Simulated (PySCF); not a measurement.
C₃H₁₀O₂SSi₃.
Numbering: `[CH3:1][S@@:2](=[O:3])[C@@H:4]1[SiH2:5][SiH2:6][SiH2:7][C:8]1=[O:9]`

Probes without a nucleus sit at each ring's centroid and 1 Å off its mean plane on both sides; NICS is minus the shielding there, NICSzz its component along the normal. Level: GIAO PBE0/pcSseg-1 (PySCF, non-relativistic, gas phase) on the GFN2-xTB geometry, one conformer.

Ring bond lengths (Å), with Mayer bond orders in brackets: C4–Si5 1.946 (0.75), Si5–Si6 2.324 (0.86), Si6–Si7 2.329 (0.87), Si7–C8 1.936 (0.82), C8–C4 1.494 (0.91).

Question: What do the NICS probes read (ppm)?

Answer: 
```csv
ring,type,NICS(0),"NICS(1), two faces","NICS(1)zz, two faces",rms pucker (Å),"centre to ring atoms, mean (Å)"
C4–Si5–Si6–Si7–C8,5-membered ring with 3 Si; formal bonds all single,0.1,-3.2 / -0.7,-3.1 / -2.9,0.23,1.66
```

Question: What do they say, and how far can they be read as aromaticity?

Answer: 
- C4–Si5–Si6–Si7–C8: mean NICS(1)zz -3.0 ppm, shielded. C4, Si5, Si6, Si7 have four or more neighbours, so the value isn't read as a sign of a π ring current.

Question: At the first NICS(1) probe listed for ring C4–Si5–Si6–Si7–C8, 1 Å off the ring, what do the in-plane components average?

Answer: The isotropic value is a third of the trace: (3 × -3.2 − (-3.1))/2 = -3.3 ppm.

Question: Give the inner angles of the rings and the Hirshfeld charges of the ring atoms.

Answer: 
- C4–Si5–Si6–Si7–C8: C4 108.9° (-0.145 e), Si5 98.8° (+0.229 e), Si6 95.3° (+0.147 e), Si7 96.5° (+0.217 e), C8 115.4° (+0.058 e); sum 514.9° against 540° for a flat convex ring.
